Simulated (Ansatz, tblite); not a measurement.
Spin states of the cluster CuH₂, each relaxed with PBE-D4/def2-TZVP in Ansatz. Electronic energies in the gas phase.

The xTB rows come from tblite. B3LYP takes the VWN-RPA correlation. Correlated methods freeze 9 core orbitals. In CCSD on the charge 0 doublet the largest single amplitude is 0.45, so its Hartree–Fock determinant may place the open shell otherwise than the density functionals do. The structure comes from a short search, and lower isomers may exist.

Doublet geometry (C2v within 0.1 Å):

```xyz
3

Cu   -0.474   -0.034    0.022
H     0.345   -0.748    1.096
H     0.130    0.782   -1.118
```

Quartet geometry (C2v within 0.1 Å):

```xyz
3

Cu   -0.085    0.879   -0.432
H    -0.927   -0.506    0.271
H     1.012   -0.373    0.160
```

Run but left out: HF/STO-3G (doublet: ⟨S²⟩ 1.75, where a pure state has 0.75); HF/def2-TZVP, HF/def2-TZVPP, MP2/def2-TZVP, MP2/def2-TZVPP (doublet: a determinant that CCSD turns far, T1 0.114).

Only these spin states were relaxed.

Second-order perturbation terms are unreliable where d shells bring near-degenerate states, and here PBE-QIDH/def2-TZVP lies more than 0.4 eV from the median of the functionals without such a term.

Q: Estimate which spin state lies lowest at each of these levels, and by how much: GFN1-xTB; GFN2-xTB; PBE-D4/def2-TZVP; revPBE-D4/def2-TZVP; r2SCAN-D4/def2-TZVP; r2SCANh-D4/def2-TZVP; B3LYP-D4/def2-TZVP; PBE0-D4/def2-TZVP; CAM-B3LYP-D4/def2-TZVP; PBE-QIDH/def2-TZVP; RPA@PBE/def2-TZVP; CCSD/def2-TZVPP; CCSD(T)/def2-TZVPP.

A: 
| level | quartet − doublet (kJ/mol) | lowest of these | remarks |
| --- | --- | --- | --- |
| GFN1-xTB | 516.0 | doublet | – |
| GFN2-xTB | 601.2 | doublet | – |
| PBE-D4/def2-TZVP | 384.5 | doublet | – |
| revPBE-D4/def2-TZVP | 375.9 | doublet | – |
| r2SCAN-D4/def2-TZVP | 361.4 | doublet | – |
| r2SCANh-D4/def2-TZVP | 353.3 | doublet | – |
| B3LYP-D4/def2-TZVP | 379.3 | doublet | – |
| PBE0-D4/def2-TZVP | 362.5 | doublet | – |
| CAM-B3LYP-D4/def2-TZVP | 377.4 | doublet | – |
| PBE-QIDH/def2-TZVP | 333.9 | doublet | – |
| RPA@PBE/def2-TZVP | 347.5 | doublet | – |
| CCSD/def2-TZVPP | 350.3 | doublet | large T1 (0.070) (quartet), large T1 (0.114) (doublet) |
| CCSD(T)/def2-TZVPP | 355.8 | doublet | large T1 (0.070) (quartet), large T1 (0.114) (doublet) |

Change of the quartet − doublet gap on mixing in exact exchange, in kJ/mol: PBE to PBE0 (25 % exact exchange) -22.0; r2SCAN to r2SCANh (10 % exact exchange) -8.0. The xTB methods have no term that favours high spin, so they put low spin too low.

```json
{"state": "doublet", "donor atoms": "2", "mean metal–ligand distance (Å)": "1.527", "range (Å)": "1.53–1.53", "Mulliken spin on the metal (PBE0)": "0.33"}
{"state": "quartet", "donor atoms": "2", "mean metal–ligand distance (Å)": "1.767", "range (Å)": "1.77–1.77", "Mulliken spin on the metal (PBE0)": "1.73"}
```

⟨S²⟩ at PBE0-D4/def2-TZVP: doublet 0.76 (pure 0.75), quartet 3.76 (pure 3.75).
